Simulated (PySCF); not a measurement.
Basis-set dependence of population analyses: `BN1[SiH2]N[SiH2]1`

Species: BH₇N₂Si₂.
Cartesian coordinates in Å at the PBE0-D3(BJ)/def2-SVP level; atoms count from 1:
```xyz
12
BH7N2Si2 angstrom
B     -1.250   -0.613    1.114
N     -0.208   -0.043    0.369
Si    -0.019    1.488   -0.513
N      1.595    0.948   -0.898
Si     1.439   -0.567   -0.045
H     -1.103   -1.704    1.626
H     -2.298   -0.016    1.245
H     -0.947    1.649   -1.672
H     -0.122    2.707    0.344
H      2.351    1.364   -1.423
H      2.336   -0.752    1.135
H      1.501   -1.801   -0.883
```

PBE0 throughout (PySCF), one geometry, spherical d and f functions. Geometry: PBE0-D3(BJ)/def2-SVP; no solvent, vibrations or thermal averaging. Atoms taken as equivalent share a column and are averaged.

Mulliken charges (e):

```csv
basis,functions,B1,N2,Si3/Si5,N4,H6/H7,H8/H9/H11/H12,H10
STO-3G,40,+0.117,-0.577,+0.797,-0.662,-0.077,-0.122,+0.171
6-31G,67,+0.331,-1.051,+1.086,-1.144,-0.071,-0.130,+0.355
pcSseg-0,67,+0.251,-1.274,+1.191,-1.286,-0.010,-0.101,+0.349
6-31G*,92,+0.118,-0.603,+0.709,-0.851,-0.045,-0.087,+0.355
cc-pVDZ,113,-0.002,-0.292,+0.477,-0.403,-0.058,-0.061,+0.106
def2-SVP,113,+0.062,-0.471,+0.642,-0.542,-0.058,-0.091,+0.147
aug-cc-pVDZ,186,-1.454,-0.199,-0.136,-0.467,+0.583,+0.332,-0.101
"6-311+G(2d,p)",193,+0.048,-0.934,+1.017,-1.079,-0.025,-0.066,+0.243
def2-TZVP,209,-0.120,-0.170,+0.392,-0.571,-0.011,-0.032,+0.226
cc-pVTZ,256,-0.106,-0.138,+0.328,-0.347,-0.018,-0.043,+0.145
IGLO-III,263,+0.261,-0.775,+1.002,-0.802,-0.089,-0.174,+0.186
```

IAO charges (e):

```csv
basis,functions,B1,N2,Si3/Si5,N4,H6/H7,H8/H9/H11/H12,H10
STO-3G,40,-0.008,-0.667,+0.909,-0.808,-0.024,-0.120,+0.196
6-31G,67,-0.007,-0.686,+0.870,-0.892,-0.007,-0.105,+0.279
pcSseg-0,67,-0.015,-0.694,+0.897,-0.892,-0.012,-0.109,+0.266
6-31G*,92,+0.017,-0.746,+0.996,-0.935,-0.014,-0.143,+0.273
cc-pVDZ,113,-0.009,-0.725,+0.986,-0.923,-0.009,-0.142,+0.272
def2-SVP,113,0.000,-0.732,+1.006,-0.925,-0.014,-0.149,+0.268
aug-cc-pVDZ,186,-0.008,-0.734,+0.992,-0.944,-0.008,-0.141,+0.282
"6-311+G(2d,p)",193,-0.003,-0.756,+1.028,-0.964,-0.009,-0.149,+0.282
def2-TZVP,209,0.000,-0.762,+1.039,-0.966,-0.010,-0.153,+0.280
cc-pVTZ,256,-0.001,-0.754,+1.024,-0.958,-0.009,-0.149,+0.280
IGLO-III,263,-0.002,-0.761,+1.036,-0.968,-0.009,-0.151,+0.282
```

Task: Which scheme is steadiest as the basis changes?

Result: Largest range over the bases for any column: IAO 0.17 e, Mulliken 1.79 e. IAO charges move least and Mulliken charges most, counted in e. Without the minimal STO-3G basis the ranges are IAO 0.17, Mulliken 1.79 e.

Task: How much do the charges still move between the two largest bases, cc-pVTZ and IGLO-III?

Result: At most, over all atoms: Mulliken 0.674 e, IAO 0.013 e.

Task: What do the same runs give for the total energy, the frontier levels and the dipole moment?

Result: 
```
        basis  energy (Eh)  HOMO (eV)  LUMO (eV)  μ (D)
       STO-3G    -708.7829      -3.89       4.23   3.14
        6-31G    -717.0598      -7.26      -0.45   2.49
     pcSseg-0    -716.2290      -7.43      -0.47   2.68
       6-31G*    -717.1897      -7.50      -0.33   2.61
      cc-pVDZ    -717.2226      -7.50      -0.30   2.63
     def2-SVP    -716.9492      -7.60      -0.26   2.65
  aug-cc-pVDZ    -717.2379      -7.62      -0.82   2.42
6-311+G(2d,p)    -717.2986      -7.70      -0.82   2.44
    def2-TZVP    -717.3172      -7.70      -0.62   2.51
      cc-pVTZ    -717.3132      -7.67      -0.53   2.51
     IGLO-III    -717.3195      -7.69      -0.59   2.46
```

The dipole is fixed by the density alone, so its range of 0.72 D shows that the density itself changes with the basis, not only its division among atoms.
